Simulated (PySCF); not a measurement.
## Cr²⁺: ionisation energy

Cr²⁺ [Ar] 3d4 (5D) → Cr³⁺ [Ar] 3d3 (4F), as a difference of total energies. All numbers are calculated (PySCF 2.14, no relativity, point nucleus, in aug-cc-pVDZ (7s6p4d2f, 59 functions)). Correlated levels: valence: [Ar] frozen. The calculations carry no spin-orbit coupling.

```tsv
method	ionisation energy (eV)
UHF	30.161
MP2 (valence)	30.726
SCS-MP2 (valence)	30.349
CCSD (valence)	30.799
CCSD(T) (valence)	30.804
```

Problem. How much does correlation contribute at CCSD(T) (valence)?

Solution. 30.804 − (30.161) = 0.643 eV, measured against UHF.

These non-relativistic numbers lack the scalar-relativistic shift.

The reference lies between the lowest fine-structure levels, while these numbers refer to the centres of the terms.

Errors of the correlated levels include the incompleteness of this basis and the frozen core.

For comparison: 30.959 ± 0.025 eV (measured; NIST Atomic Spectra Database, ionization energies).
